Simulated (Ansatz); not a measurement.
Coupled-cluster run, `C=CCN[SiH2]Cl`.

```yaml
crystal:
  periodic: [false, false, false]
  atoms:
    - {symbol: C, position_ang: [1.246088, 1.830770, -0.643367]}
    - {symbol: C, position_ang: [1.640161, 0.604860, -0.334628]}
    - {symbol: C, position_ang: [0.737150, -0.551844, -0.041895]}
    - {symbol: N, position_ang: [-0.664406, -0.278389, -0.256919]}
    - {symbol: Si, position_ang: [-1.912023, -0.816837, 0.759114]}
    - {symbol: Cl, position_ang: [-2.287278, -2.853541, 0.662230]}
    - {symbol: H, position_ang: [0.194211, 2.090085, -0.688094]}
    - {symbol: H, position_ang: [1.963443, 2.616134, -0.847934]}
    - {symbol: H, position_ang: [2.702707, 0.376427, -0.285430]}
    - {symbol: H, position_ang: [1.075825, -1.417542, -0.629545]}
    - {symbol: H, position_ang: [0.876322, -0.848155, 1.006048]}
    - {symbol: H, position_ang: [-0.884731, -0.048072, -1.214255]}
    - {symbol: H, position_ang: [-3.162540, -0.141645, 0.350931]}
    - {symbol: H, position_ang: [-1.524930, -0.562261, 2.163754]}
basis:
  gaussian: {orbitals: def2-TZVPP}
correlation: {method: ccsd_t}
```

```sh
$ ansatz run in.yaml --threads 2 --pin off --events-out ev --progress --plain --max-ram 32768MiB --backend cuda --devices 0, --max-vram 18GiB
```

Log, shortened:

```
Functional definition: HF
1873 factors; integrals over basis functions are off by at most 9.8e-4 eV
mean field evaluation 1: about -25064.8762 eV, gradient 4.1e1 eV
mean field evaluation 2: about -25065.2184 eV, gradient 4.1e1 eV
mean field evaluation 4: about -25069.5427 eV, gradient 4.8e0 eV
mean field evaluation 8: about -25069.6192 eV, gradient 2.6e-1 eV
mean field -25069.61954816 eV, -921.2915255964 hartree, gradient 3.5e-6 eV, S^2 0.000000; 0 other end points of the search recorded, 0 dependent functions left out
14 core orbitals not correlated: weight in the atoms' cores, before any rotation towards them, 1.000 or more for the frozen orbitals, at most 0.000 for the correlated occupied ones
reference -25069.61954816 eV, -921.2915255964 hartree; 18, 18 occupied and 288, 288 virtual orbitals, 1873 factors
second order -27.65538997 eV of doubles, -0.00000000 eV of singles
cycle   1  -28.55139631 eV  change   -9.0e-1 eV  update   1.1e-1
cycle   2  -29.24677438 eV  change   -7.0e-1 eV  update   3.2e-2
cycle   3  -29.36806256 eV  change   -1.2e-1 eV  update   1.4e-2
cycle   4  -29.35767041 eV  change    1.0e-2 eV  update   3.8e-3
cycle   5  -29.35833020 eV  change   -6.6e-4 eV  update   1.6e-3
cycle   6  -29.35878169 eV  change   -4.5e-4 eV  update   4.3e-4
cycle   7  -29.35862005 eV  change    1.6e-4 eV  update   1.7e-4
cycle   8  -29.35862578 eV  change   -5.7e-6 eV  update   6.1e-5
cycle   9  -29.35863721 eV  change   -1.1e-5 eV  update   2.1e-5
perturbative correction -1.24274943 eV, -0.0456701992 hartree
Total energy: -25100.22093480 eV, -922.4161058130 hartree
```

Hardware: 2 threads of an AMD EPYC 7R13 on a shared host and a share of an NVIDIA H100 80 GB. Wall time 20 s, peak host memory 0.86 GiB.

Correlation energy per correlated electron: -0.850 eV. T1 diagnostic: 0.0104.
